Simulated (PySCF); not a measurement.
Calculation: PBE-D3(BJ)/def2-TZVP // B3LYP-D3(BJ)/def2-TZVP (PySCF). All species are isolated molecules in the gas phase. 

Reference species (SMILES): `C[SiH2]Cl` (neutral, multiplicity 1).

```json
{
 "dipole_moment": "1.85 D"
}
```

Changed species: `[SiH3][SiH2]Cl` (whole molecule; the reference has whole molecule).

Problem. Give the shifts of the dipole moment.

Solution. the dipole moment falls by 0.54 D, to 1.31 D.
